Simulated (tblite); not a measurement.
Run record: tight-binding relaxation, `C=C[C@H](OC)[GeH2][C](F)(F)F`.

Computed with GFN2-xTB geometry optimisation, gas phase (tblite 0.8.0). Start geometry: from a force field or distance geometry. A driver script takes a list of jobs; this job's settings line and coordinates (Å) are shown.

Command:
```bash
OMP_NUM_THREADS=1 python probes_run.py task.json out
```

Input:
```
{"job": {"kind": "relax", "xc": "GFN2-xTB", "basis": "xTB"}, "charge": 0, "multiplicity": 1}
C     -1.638600    -2.091500    -0.321100
C     -0.990200    -1.014800    -0.762600
C     -0.540000     0.081300     0.147800
O     -0.491800     1.269600    -0.582000
C     -1.344800     2.250500    -0.103600
Ge     1.174100    -0.234600     0.957800
C      2.618400    -0.370300    -0.313200
F      2.440800     0.433200    -1.427000
F      3.778900     0.056900     0.344800
F      2.875300    -1.700400    -0.666300
H     -1.929500    -2.257100     0.702700
H     -1.914300    -2.835300    -1.087100
H     -0.751900    -0.936800    -1.798700
H     -1.273900     0.105600     0.992300
H     -1.079500     2.504000     0.957800
H     -2.421400     1.978100    -0.126000
H     -1.155800     3.184100    -0.685300
H      1.456700     1.023700     1.850800
H      1.177600    -1.436900     1.911500
```

Output:
```
step      E/eV     max force
  0    -963.76161    2.219
  1    -964.07029    1.103
  2    -964.15718    1.159
  3    -964.20441    0.687
  4    -964.23815    0.386
  5    -964.25522    0.460
  6    -964.26952    0.416
  7    -964.28014    0.259
  8    -964.28885    0.252
  9    -964.29410    0.189
... (97 lines left out)
107    -964.46554    0.021
108    -964.46562    0.022
109    -964.46570    0.024
110    -964.46577    0.020
111    -964.46582    0.019
112    -964.46588    0.018
113    -964.46596    0.028
114    -964.46606    0.036
115    -964.46613    0.027
116    -964.46616    0.009
```

«max force» is the largest atomic force in eV/Å.

Task: From which step on does the largest force stay under 0.1 eV/Å, and how much energy is left to gain from there?

Result: From step 74 (0.071 eV/Å), 8.1 meV above the end.

Main results: energy lowered by 16.2 kcal/mol over 116 steps; largest atomic force 0.009 eV/Å at the end.

Task: Give the final coordinates.

Result: 0.570 Å rms from the input after alignment:
```
atom  x, y, z in Å
C1    -1.6804   -1.8478   -0.3743
C2    -0.8776   -0.8101   -0.5322
C3    -0.5007    0.1228    0.5672
O4    -0.3108    1.4645    0.1599
C5    -1.4825    2.1056   -0.2868
Ge6    1.3644   -0.2172    1.2272
C7     2.5238   -0.4480   -0.3974
F8     2.2910    0.4249   -1.3868
F9     3.8308   -0.3345   -0.0895
F10    2.3705   -1.6771   -0.9326
H11   -2.1375   -2.0680    0.5774
H12   -1.9063   -2.5196   -1.1838
H13   -0.4218   -0.5916   -1.4896
H14   -1.2344    0.0637    1.3834
H15   -2.2404    2.1248    0.5056
H16   -1.9005    1.6056   -1.1663
H17   -1.1983    3.1232   -0.5462
H18    1.9027    0.9773    1.9546
H19    1.5982   -1.4892    2.0028
```

Task: How long does this job take on one thread of an Intel Xeon at 2.70 GHz, no GPU, shared host?

Result: About 1.4 s.
Labels such as C1 count atoms from 1, the log's own numbers from 0.
